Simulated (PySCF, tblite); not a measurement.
Species: C₂H₁₀OPSi₂ (doublet state).
Numbering: `[CH3:1][CH2:2][O:3][SiH2:4][SiH2:5][PH:6]` (hydrogens: H7, H8, H9 on C1; H10, H11 on C2; H12, H13 on Si4; H14, H15 on Si5; H16 on P6)

Structure used (GFN2-xTB), in Å, numbered top down from 1:
```xyz
16
C2H10OPSi2 angstrom
C     -2.6576   -0.4596   -0.2430
C     -1.8223    0.8101   -0.2406
O     -0.5143    0.5910    0.2061
Si     0.6716   -0.3023   -0.4319
Si     2.3580    0.2430    1.0501
P      4.1095   -1.0277    0.6049
H     -2.6413   -0.9150    0.7438
H     -3.6846   -0.2268   -0.5104
H     -2.2551   -1.1696   -0.9610
H     -2.2607    1.5496    0.4377
H     -1.7916    1.2380   -1.2495
H      0.3255   -1.7311   -0.4954
H      0.9074    0.0758   -1.8369
H      2.7418    1.6636    0.9829
H      2.0369   -0.0151    2.4600
H      4.4691   -0.3148   -0.5283
```

Jobs on this species (16 atoms, 73 electrons) with PySCF (density fitting) and tblite. Hardware of each: one thread of an Arm Neoverse V2, shared host. The host was shared with other jobs, so the times are rough.

Question: Rank these jobs by wall time, shortest first.
A. UKS B3LYP, pcH-1 on C H O P Si, non-relativistic, mean-field spin-orbit, GIAO; unrestricted SCF, g, hyperfine, density and orbital grids written; 280 basis functions
B. GFN2-xTB; L-BFGS relaxation
C. GFN2-xTB; Hessian by finite differences

Answer: C (0.52 s), B (1.7 s), A (75 s).

All jobs:

```json
{"level and settings": "GFN2-xTB", "work": "Hessian by finite differences", "basis functions": "–", "SCF cycles": "–", "wall time": "0.52 s"}
{"level and settings": "GFN2-xTB", "work": "L-BFGS relaxation", "basis functions": "–", "SCF cycles": "–", "wall time": "1.7 s"}
{"level and settings": "UKS B3LYP, pcH-1 on C H O P Si, non-relativistic, mean-field spin-orbit, GIAO", "work": "unrestricted SCF, g, hyperfine, density and orbital grids written", "basis functions": "280", "SCF cycles": "12", "wall time": "75 s"}
```

Question: What do all jobs in the table cost together?

Answer: About 77 s; the longest takes about 97 % of that, and about 140 times as long as the shortest.
